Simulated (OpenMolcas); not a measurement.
Computed levels of 4s² 4p in ions with 31 electrons, in cm-1 above ²P°_1/2.

| Quantity | Value |
| --- | --- |
| Program | OpenMolcas 26.06 |
| Method | SS-CASPT2, IPEA 0.25 Eh, imaginary shift 0.1 Eh |
| Basis | ANO-R2 |
| Scalar Hamiltonian | X2C, finite nucleus |
| Spin-orbit coupling | RASSI with atomic mean-field integrals over the reference wave functions, term energies averaged over their components |

Active space for each ion: 3 electrons in 4 orbitals (4s 4p); closed shells correlated by CASPT2: 3d.

```
  Level   Ga   Ge+  As2+  Se3+  Kr5+
²P°_3/2  769  1597  2590  3870  7410
```

Estimate ²P°_3/2 for Br4+ from its neighbours Se3+ and Kr5+.

²P°_3/2 is fine structure, which grows about as the fourth power of a screened charge, so the fourth roots are averaged: ((3870^0.25 + 7410^0.25) / 2)^4 = 5426. The calculation gives 5500, so the estimate is off by -1.3 %; the measured value is 6090 (Moore, Atomic Energy Levels, vol. II, NSRDS-NBS 35 (1971 reprint of NBS Circular 467, 1952)).

Over all roots computed the reference weight is 0.88 to 0.96 in As2+, 0.88 to 0.97 in Se3+, 0.88 to 0.97 in Br4+, 0.89 to 0.98 in Kr5+; the roots of lowest weight are the least certain, and an intruder state may touch them. Some high roots are left out of the spin-orbit mixing, which shifts the levels that they would mix with (holds for Ga; Ge+). Measured partners are found by configuration, term and J. A level has none where our copy of the source lacks it or the pairing is in doubt (some pairs that miss far off the trend of their configuration count as doubtful), and it then counts in no deviation. Levels of configurations outside the active space are missing.

° marks odd parity.
